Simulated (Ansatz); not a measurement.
Job for Ansatz (a first-principles code): R-wB97M-V/def2-TZVPPD on GeH8OSi (a complex), monomers drawn apart or pushed together. Files ending in .json are basis or fitting sets from the Basis Set Exchange.

Ansatz 0.2 input:
```yaml
crystal:
  periodic: [false, false, false]
  atoms:
    - {symbol: Ge, position_ang: [0.39343159, -0.39215481, 0.44313808]}
    - {symbol: H, position_ang: [-0.90285126, -1.19267803, 0.62537068]}
    - {symbol: H, position_ang: [1.37107651, -0.70007824, 1.58412865]}
    - {symbol: H, position_ang: [0.08431789, 1.11010137, 0.40104872]}
    - {symbol: H, position_ang: [1.04380532, -0.80140123, -0.89260912]}
    - {symbol: O, position_ang: [-1.02026349, 0.53606558, 3.76409895]}
    - {symbol: Si, position_ang: [-0.24685990, 0.42034827, 5.22238373]}
    - {symbol: H, position_ang: [-1.92218722, 0.86407624, 3.74297357]}
    - {symbol: H, position_ang: [-0.13622058, 1.74390281, 5.88330411]}
    - {symbol: H, position_ang: [1.09618231, -0.10877067, 4.92013634]}
    - {symbol: H, position_ang: [-0.96118490, -0.49796767, 6.14286708]}
basis:
  gaussian:
    orbitals: def2-TZVPPD.json
hamiltonian:
  xc: {name: wB97M-V}
scf: {lower_state_search: off}
```

Output:

```
Functional definition: wB97M-V
[...]
these checks for a lower state are left out or cut short: stability, starts, cluster_reference, orbital_swaps, neighbouring_geometries, increment
integrals: 0.32 GiB planned
1380 factors; their error is unknown
integrals: 0.35 GiB planned
403 factors; integrals over basis functions are off by at most 2.1e-5 eV
mean field: 1.81 GiB planned
mean field evaluation 1: about -66566.1488 eV, gradient 4.8e1 eV
mean field evaluation 2: about -66564.8783 eV, gradient 5.7e1 eV
mean field evaluation 4: about -66569.7195 eV, gradient 1.6e0 eV
mean field evaluation 8: about -66569.7315 eV, gradient 3.8e-2 eV
mean field evaluation 16: about -66569.8727 eV, gradient 1.2e-5 eV
mean field -66569.87271386 eV, -2446.3976995541 hartree, gradient 3.1e-6 eV, S^2 0.000000; 0 other end points of the search recorded, 0 dependent functions left out
reference -66569.87278234 eV, -2446.3977020705 hartree; 31, 31 occupied and 247, 247 virtual orbitals, 1380 factors
Total energy: -66569.87278234 eV, -2446.3977020705 hartree
Checks for a lower state left out: stability, starts, cluster_reference, orbital_swaps, neighbouring_geometries, increment
```

The run converged.

Cost: around 19 core-seconds (rough).
